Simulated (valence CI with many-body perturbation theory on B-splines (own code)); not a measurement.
# E1 line list for Cs²³⁺

Computed by relativistic CI+MBPT: four valence electrons over a frozen Dirac-Fock core [Ar] 3d10, a basis of 11 s, 11 p, 9 d, 7 f, 5 g, 2 h, 1 i functions for each j, with the one-electron correlation potential Σ1, the two-electron term Σ2, the three-electron term Σ3, Breit, model QED; selected CI, second order for the rest (own B-spline code, finite nucleus).

No measured levels were compared; by estimate levels hold to about 250 cm⁻¹ or 0.2 % of their energy and the worst to 1 %, as in measured heavy ions of charge 2 to 7; those with d or f electrons hold less well.

Lines 1 to 50 of 225 in falling wavelength, among levels below 1619500 cm⁻¹, chosen from the strongest by gf and those to the six lowest levels. Wavelengths and rates use the calculated energies, so an error of 2000 cm⁻¹ moves a line at 40.72 nm by 0.81 % and its rate by three times that or more. Electric multipoles are in the length gauge, E1 and E2 with the static RPA response of the core. Weak lines are less certain than strong ones. Lines between different terms over intervals too small for the method are left out, as are lines whose strength nearly cancels. Where a level lies close to another of its J and parity, the split of strength between their lines is uncertain. The highest levels of a list are the least certain.

Levels are named by their leading jj configuration (3d3/2^4 stands for four electrons in 3d with j = 3/2), which in mixed levels can hold well under half, so a name can repeat and another be missing. Letters in brackets count levels of one name in rising energy.

| λ vac (nm) | Upper | Lower | A (s⁻¹) | S (a.u.) with core polarisation | S without |
| --- | --- | --- | --- | --- | --- |
| 40.72 | (4s 4p1/2^2 4p3/2) J=2 | (4s^2 4p3/2^2) J=2 | 2.59e+07 | 4.31e-03 | 4.67e-03 |
| 36.80 | (4s 4p1/2^2 4p3/2) J=1 | (4s^2 4p3/2^2) J=0 | 3.33e+07 | 2.46e-03 | 2.66e-03 |
| 31.22 | (4s 4p1/2^2 4p3/2) J=1 | (4s^2 4p3/2^2) J=2 | 2.46e+08 | 1.11e-02 | 1.20e-02 |
| 30.08 | (4s 4p1/2 4p3/2 4d3/2) J=4 | (4s^2 4p3/2 4d3/2) J=3 | 1.01e+09 | 1.22e-01 | 1.32e-01 |
| 27.88 | (4s 4p1/2 4p3/2 4d5/2) J=4 [b] | (4s^2 4p3/2 4d5/2) J=3 | 1.43e+09 | 1.37e-01 | 1.49e-01 |
| 26.84 | (4s 4p1/2 4p3/2^2) J=2 [a] | (4s^2 4p3/2^2) J=2 | 3.19e+08 | 1.52e-02 | 1.65e-02 |
| 26.66 | (4p1/2 4p3/2^3) J=2 | (4s 4p3/2^3) J=1 | 3.24e+09 | 1.52e-01 | 1.65e-01 |
| 26.06 | (4p1/2^2 4p3/2^2) J=2 | (4s 4p1/2 4p3/2^2) J=1 [b] | 2.89e+09 | 1.26e-01 | 1.37e-01 |
| 25.69 | (4s 4p1/2^2 4p3/2) J=2 | (4s^2 4p1/2 4p3/2) J=2 | 1.52e+09 | 6.37e-02 | 6.91e-02 |
| 25.55 | (4s 4p1/2 4p3/2 4d5/2) J=5 | (4s^2 4p3/2 4d5/2) J=4 | 2.49e+09 | 2.26e-01 | 2.45e-01 |
| 24.47 | (4s 4p1/2 4p3/2^2) J=3 | (4s^2 4p3/2^2) J=2 | 3.67e+09 | 1.86e-01 | 2.02e-01 |
| 24.40 | (4s 4p1/2^2 4p3/2) J=2 | (4s^2 4p1/2 4p3/2) J=1 | 2.43e+09 | 8.69e-02 | 9.43e-02 |
| 23.84 | (4s 4p1/2 4p3/2^2) J=1 [a] | (4s^2 4p3/2^2) J=0 | 1.36e+09 | 2.72e-02 | 2.95e-02 |
| 23.41 | (4p1/2^2 4p3/2^2) J=2 | (4s 4p1/2 4p3/2^2) J=2 [b] | 5.08e+09 | 1.61e-01 | 1.75e-01 |
| 23.36 | (4s 4p3/2^2 4d5/2) J=4 | (4s^2 4p3/2 4d5/2) J=3 | 1.64e+09 | 9.28e-02 | 1.01e-01 |
| 22.72 | (4p1/2^2 4p3/2^2) J=0 | (4s 4p1/2 4p3/2^2) J=1 [b] | 1.87e+10 | 1.08e-01 | 1.18e-01 |
| 22.67 | (4p1/2 4p3/2^3) J=1 | (4s 4p3/2^3) J=2 | 4.53e+09 | 7.81e-02 | 8.48e-02 |
| 22.03 | (4p1/2 4p3/2^3) J=2 | (4s 4p3/2^3) J=2 | 8.59e+09 | 2.27e-01 | 2.46e-01 |
| 21.55 | (4s 4p1/2^2 4p3/2) J=1 | (4s^2 4p1/2 4p3/2) J=2 | 4.94e+09 | 7.32e-02 | 7.93e-02 |
| 21.45 | (4s 4p1/2 4p3/2^2) J=1 [b] | (4s^2 4p3/2^2) J=0 | 2.99e+09 | 4.37e-02 | 4.74e-02 |
| 21.36 | (4s 4p1/2 4p3/2^2) J=1 [a] | (4s^2 4p3/2^2) J=2 | 8.08e+08 | 1.17e-02 | 1.26e-02 |
| 21.21 | (4s 4p1/2 4p3/2^2) J=2 [b] | (4s^2 4p3/2^2) J=2 | 2.99e+09 | 7.06e-02 | 7.65e-02 |
| 20.74 | (4s 4p1/2 4p3/2 4d5/2) J=4 [c] | (4s^2 4p3/2 4d5/2) J=4 | 1.82e+09 | 7.20e-02 | 7.80e-02 |
| 20.64 | (4s 4p1/2^2 4p3/2) J=1 | (4s^2 4p1/2 4p3/2) J=1 | 5.80e+08 | 7.54e-03 | 8.15e-03 |
| 20.54 | (4p1/2^2 4p3/2^2) J=0 | (4s 4p1/2 4p3/2^2) J=1 [a] | 1.64e+10 | 7.02e-02 | 7.61e-02 |
| 20.44 | (4s 4p1/2 4p3/2 4d5/2) J=3 [c] | (4s^2 4p3/2 4d5/2) J=4 | 4.07e+09 | 1.20e-01 | 1.30e-01 |
| 20.41 | (4p1/2^2 4p3/2^2) J=2 | (4s 4p1/2 4p3/2^2) J=3 | 1.93e+10 | 4.05e-01 | 4.38e-01 |
| 19.80 | (4s 4p3/2^2 4d3/2) J=3 | (4s^2 4p3/2 4d5/2) J=2 | 4.43e+09 | 1.19e-01 | 1.29e-01 |
| 19.51 | (4s 4p1/2 4p3/2 4d5/2) J=3 [e] | (4s^2 4p3/2 4d3/2) J=2 | 3.04e+09 | 7.80e-02 | 8.49e-02 |
| 19.42 | (4s 4p1/2 4p3/2^2) J=1 [b] | (4s^2 4p3/2^2) J=2 | 3.36e+09 | 3.64e-02 | 3.95e-02 |
| 19.37 | (4s 4p1/2 4p3/2^2) J=2 [a] | (4s^2 4p1/2 4p3/2) J=2 | 3.56e+08 | 6.38e-03 | 6.93e-03 |
| 19.29 | (4p1/2 4p3/2^3) J=1 | (4s 4p1/2 4p3/2^2) J=1 [b] | 1.20e+10 | 1.27e-01 | 1.38e-01 |
| 19.01 | (4p1/2^2 4p3/2^2) J=2 | (4s 4p1/2 4p3/2^2) J=2 [a] | 8.59e+09 | 1.46e-01 | 1.58e-01 |
| 18.86 | (4s 4p1/2 4p3/2 4d3/2) J=2 [d] | (4s^2 4p1/2 4d5/2) J=2 | 4.02e+09 | 6.65e-02 | 7.21e-02 |
| 18.72 | (4s 4p3/2^2 4d3/2) J=2 [b] | (4s^2 4p3/2 4d3/2) J=1 | 4.05e+09 | 6.57e-02 | 7.12e-02 |
| 18.68 | (4s 4p3/2^2 4d5/2) J=4 | (4s^2 4p3/2 4d5/2) J=4 | 5.89e+09 | 1.71e-01 | 1.85e-01 |
| 18.63 | (4s 4p1/2 4p3/2^2) J=2 [a] | (4s^2 4p1/2 4p3/2) J=1 | 9.31e+09 | 1.48e-01 | 1.61e-01 |
| 18.60 | (4p3/2^4) J=0 | (4s 4p3/2^3) J=1 | 3.12e+10 | 9.92e-02 | 1.08e-01 |
| 18.29 | (4s 4p3/2^2 4d5/2) J=5 | (4s^2 4p3/2 4d5/2) J=4 | 1.42e+10 | 4.71e-01 | 5.11e-01 |
| 18.10 | (4s 4p1/2 4p3/2^2) J=3 | (4s^2 4p1/2 4p3/2) J=2 | 5.73e+09 | 1.18e-01 | 1.27e-01 |
| 17.80 | (4s^2 4p1/2 4d3/2) J=2 | (4s^2 4p3/2^2) J=2 | 9.34e+08 | 1.30e-02 | 1.41e-02 |
| 17.79 | (4p1/2 4p3/2^3) J=1 | (4s 4p1/2 4p3/2^2) J=2 [b] | 7.65e+09 | 6.38e-02 | 6.92e-02 |
| 17.41 | (4s 4p1/2 4p3/2 4d5/2) J=2 [a] | (4s^2 4p1/2 4d3/2) J=2 | 1.30e+10 | 1.70e-01 | 1.84e-01 |
| 17.40 | (4p1/2 4p3/2^3) J=2 | (4s 4p1/2 4p3/2^2) J=2 [b] | 1.83e+10 | 2.37e-01 | 2.57e-01 |
| 17.29 | (4p1/2^2 4p3/2^2) J=2 | (4s 4p1/2^2 4p3/2) J=1 | 6.76e+09 | 8.63e-02 | 9.35e-02 |
| 17.29 | (4s 4p1/2 4p3/2 4d5/2) J=4 [b] | (4s^2 4p1/2 4d5/2) J=3 | 4.54e+09 | 1.04e-01 | 1.13e-01 |
| 17.25 | (4s 4p1/2 4p3/2 4d5/2) J=3 [c] | (4s^2 4p1/2 4d5/2) J=2 | 1.43e+10 | 2.54e-01 | 2.75e-01 |
| 17.19 | (4s 4p1/2 4p3/2 4d3/2) J=2 [d] | (4s 4p3/2^3) J=2 | 6.64e+09 | 8.31e-02 | 9.01e-02 |
| 17.07 | (4s 4p1/2 4p3/2 4d5/2) J=3 [d] | (4s^2 4p1/2 4d5/2) J=2 | 2.33e+10 | 3.99e-01 | 4.33e-01 |
| 16.88 | (4s 4p3/2^3) J=2 | (4s^2 4p3/2^2) J=2 | 2.90e+10 | 3.45e-01 | 3.73e-01 |
